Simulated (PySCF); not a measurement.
A calculated (PBE, PySCF 2.14, aug-cc-pVDZ, the non-relativistic Hamiltonian (point nucleus)) atom or ion has these occupied shells.

| shell | electrons | orbital energy (eV) | rms radius, mean of both spins (bohr) |
| --- | --- | --- | --- |
| 1s α | 1 | -41.960 | 0.891 |

(1) Name the element and its charge.

Results:

(1) He⁺ (helium, charge +1), in 1s1, 2S determinant.
